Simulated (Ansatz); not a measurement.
Computed with Ansatz on PBE0-D4/def2-TZVP structures; ΔE is electronic, products minus reactants. CBS: MP2 limit from def2 TZ/QZ plus the TZ coupled-cluster correction, frozen cores. Functionals use def2-TZVPP. B3LYP here is the variant with VWN-RPA as its local correlation; programs differ in this. No spin–orbit coupling; open shells (•) take unrestricted orbitals. def2 core potentials past Kr. For Sn outer-core shells are correlated without core-valence functions, which leaves a few kJ/mol of doubt a bond. One conformer a species, not always the lowest.

Reaction (homolysis of the C–O bond): `[F][SnH]([Cl])[O]C(F)(F)F` → `F[C](F)F`• + `[O][SnH]([F])[Cl]`•

```json
{"level": "PBE-D4", "ΔE (kcal/mol)": "115.9"}
{"level": "r2SCAN-D4", "ΔE (kcal/mol)": "113.7"}
{"level": "B3LYP-D4", "ΔE (kcal/mol)": "113.2"}
{"level": "PBE", "ΔE (kcal/mol)": "113.5"}
{"level": "PBE0", "ΔE (kcal/mol)": "114.1"}
{"level": "HF/def2-TZVPP", "ΔE (kcal/mol)": "83.5"}
{"level": "CCSD/def2-TZVPP", "ΔE (kcal/mol)": "116.7"}
{"level": "HF/CBS(def2)", "ΔE (kcal/mol)": "83.3"}
```

Q: What does CCSD(T)/CBS give? (Best estimate.)

A: Ansatz gave: +122.8 kcal/mol. The listed levels differ from it by -6.9, -9.1, -9.6, -9.3, -8.7, -39.3, -6.1, -39.5 kcal/mol.

Largest T1 diagnostic among the species: 0.015.

The D4 term adds +3.7 kcal/mol with B3LYP and +2.1 kcal/mol with PBE0; it sums over pairs of atoms, weighted by their polarisabilities, and B3LYP, whose exchange is more repulsive, gets the larger term. In def2-TZVPP, CCSD(T) changes the Hartree–Fock value by +36.0 kcal/mol (the triples alone add +2.8 kcal/mol) and MP2 by +44.3 kcal/mol; breaking electron pairs costs correlation energy, which Hartree–Fock lacks.
